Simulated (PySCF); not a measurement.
Computed shifts of a molecule C4H4BNO, PBE0/pcSseg-1 (PySCF), GIAO, gas phase, equivalent atoms averaged, in ppm (number of nuclei): ¹³C: 208.6 (1), 86.6 (1), 83.1 (1), 62.4 (1). ¹⁵N: 531.2 (1). ¹H: 9.50 (1), 5.16 (1), 4.56 (1), 2.69 (1). References: ¹³C against TMS (σ = 186.3 ppm); ¹⁵N against NH3 (σ = 267.4 ppm); ¹¹B against BF3 (σ = 88.8 ppm); ¹⁷O against H2O (σ = 334.2 ppm); ¹H against TMS (σ = 31.56 ppm), references at their B3LYP-D3(BJ)/def2-TZVP geometries, non-relativistic. Geometry optimised at PBE0-D3(BJ)/def2-SVP. The values are those of a single conformer.

Which molecule gave these data?
A. N#C[C@@H]1C=CB1O
B. C#C[C@@H]1N=CB1O
C. C#CB1COC=N1
D. C#CB1N=C(C)O1

B, C#C[C@@H]1N=CB1O
